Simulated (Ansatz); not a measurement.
`[OH][Ga]([F])[Br]` + `[NH2][Sn][SH]` → `[OH][Ga]([F])[SH]` + `[NH2][Sn][Br]`  (redistribution)

Isolated molecules relaxed with PBE0-D4/def2-TZVP in Ansatz; ΔE leaves out vibrations. CCSD(T)/CBS is the MP2 limit (def2-TZVPP, def2-QZVPP) plus CCSD(T) − MP2 in def2-TZVPP, frozen cores. Elements past krypton have def2 core potentials. For Br, Ga, Sn outer-core shells are correlated without core-valence functions, which leaves a few kJ/mol of doubt a bond. Scalar relativity is left out up to krypton. Each species was taken in one conformer, which may not be the lowest.

```json
{"species": "`[OH][Ga]([F])[Br]`", "MP2/CBS(def2) energy (Eh)": "-4672.92600"}
{"species": "`[NH2][Sn][SH]`", "MP2/CBS(def2) energy (Eh)": "-668.32147"}
{"species": "`[OH][Ga]([F])[SH]`", "MP2/CBS(def2) energy (Eh)": "-2497.95516"}
{"species": "`[NH2][Sn][Br]`", "MP2/CBS(def2) energy (Eh)": "-2843.30173"}
```

Task: Work out ΔE.

Result: ΔE = (-2497.95516) + (-2843.30173) − (-4672.92600) − (-668.32147) = -0.00942 Eh = -0.26 eV. CCSD(T)/CBS gives -0.26 eV.

Largest T1 diagnostic among the species: 0.016.

In def2-TZVPP, CCSD(T) changes the Hartree–Fock value by +0.04 eV (the triples alone add +0.01 eV) and MP2 by +0.04 eV.
